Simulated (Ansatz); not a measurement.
```yaml
crystal:
  periodic: [false, false, false]
  atoms:
    - {symbol: C, position_ang: [-0.277622, 0.184763, -0.472273]}
    - {symbol: C, position_ang: [0.315963, 0.208609, 0.743780]}
    - {symbol: Zn, position_ang: [0.648527, -1.676862, 0.337298]}
    - {symbol: O, position_ang: [-0.350494, -0.882898, -1.231536]}
    - {symbol: H, position_ang: [-0.736652, 1.096353, -0.879860]}
    - {symbol: H, position_ang: [0.442279, 1.005935, 1.456392]}
basis:
  gaussian: {orbitals: def2-SVP, final_grid: {core_spheres: 1, valence_spheres: 1, degree: 1}}
magnetization: {spin_polarized: true, initial_magnetization: 0}
hamiltonian: {xc: {name: wB97M-V}}
scf: {lower_state_search: off}
```

```sh
$ ansatz run in.yaml --threads 2 --pin off --events-out ev --progress --plain --max-ram 4352MiB
```

It prints (some lines left out):

```
Functional definition: wB97M-V
822 factors; integrals over basis functions are off by at most 1.2e-3 eV
166 factors; integrals over basis functions are off by at most 1.7e-5 eV
mean field evaluation 1: about -52550.8753 eV, gradient 3.6e1 eV
mean field evaluation 2: about -52549.9756 eV, gradient 4.2e1 eV
mean field evaluation 4: about -52556.3750 eV, gradient 2.6e0 eV
mean field evaluation 16: about -52676.9105 eV, gradient 2.1e1 eV
mean field -52682.47337475 eV, -1936.0451870592 hartree, gradient 7.3e-6 eV, S^2 1.009248; 0 other end points of the search recorded, 0 dependent functions left out
reference -52682.47345413 eV, -1936.0451899761 hartree; 26, 26 occupied and 57, 57 virtual orbitals, 822 factors
Total energy: -52682.47345413 eV, -1936.0451899761 hartree
Checks for a lower state left out: stability, starts, cluster_reference, orbital_swaps, neighbouring_geometries, increment
```

(1) Something in this input is off. What?

Results:

(1) The integration grid is far too coarse. Self-consistency was reached. The result belongs to that input, not to the molecule as meant.
